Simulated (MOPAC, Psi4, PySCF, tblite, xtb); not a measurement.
Dimer Cl2 ··· H2Se (SMILES ClCl and [SeH2]), singlet at R = 3.69 Å between the centres of mass, closest contact 2.68 Å (lowest of the rigid-body minima from ten starts at GFN2-xTB). Geometry in Å and degrees:

```
5

Cl     1.007     0.000     0.000
Cl    -1.007     0.000     0.000
Se     3.687    -0.001    -0.026
H      3.729    -0.382    -1.445
H      3.775    -1.409     0.389
```

Levels: GFN2-xTB (tblite); SAPT0/jun-cc-pVDZ, frozen core (Psi4); PBE/def2-TZVP, counterpoise-corrected (Psi4); PBE-D3(BJ)/def2-TZVP, counterpoise-corrected (Psi4); M06-2X/def2-TZVP, counterpoise-corrected (Psi4); HF/aug-cc-pVTZ, counterpoise-corrected (Psi4); MP2/aug-cc-pVTZ = Psi4 with DF-MP2/aug-cc-pVTZ, frozen core, counterpoise-corrected; SCS-MP2/aug-cc-pVTZ = DF-SCS-MP2/aug-cc-pVTZ, frozen core, counterpoise-corrected run with Psi4 1.11; PM3, restricted, heats of formation (MOPAC); AM1, restricted, heats of formation (MOPAC); GFN1-xTB (xtb); RKS-B3LYP/6-31G* = restricted B3LYP/6-31G*, spherical d, no counterpoise correction (PySCF 2.14.0); RHF/3-21G = restricted Hartree-Fock/3-21G, no counterpoise correction (PySCF); RHF/6-31G* = restricted Hartree-Fock/6-31G*, spherical d, no counterpoise correction (PySCF 2.14.0); RKS-B3LYP/LANL2DZ = PySCF with restricted B3LYP/LANL2DZ, with its core potentials past Ne, no counterpoise correction.

### Question
What interaction energy does each level give?

### Answer

| method | E_int / kcal/mol |
|---|---|
| AM1 | -16.85 |
| PM3 | -14.29 |
| GFN1-xTB | -6.36 |
| GFN2-xTB | -5.10 |
| PBE-D3(BJ)/def2-TZVP | -4.95 |
| PBE/def2-TZVP | -3.73 |
| RKS-B3LYP/6-31G* | 0.19 |
| MP2/aug-cc-pVTZ | 0.66 |
| RKS-B3LYP/LANL2DZ | 1.38 |
| M06-2X/def2-TZVP | 1.97 |
| SCS-MP2/aug-cc-pVTZ | 3.43 |
| SAPT0/jun-cc-pVDZ | 5.66 |
| RHF/3-21G | 8.32 |
| RHF/6-31G* | 10.93 |
| HF/aug-cc-pVTZ | 11.44 |
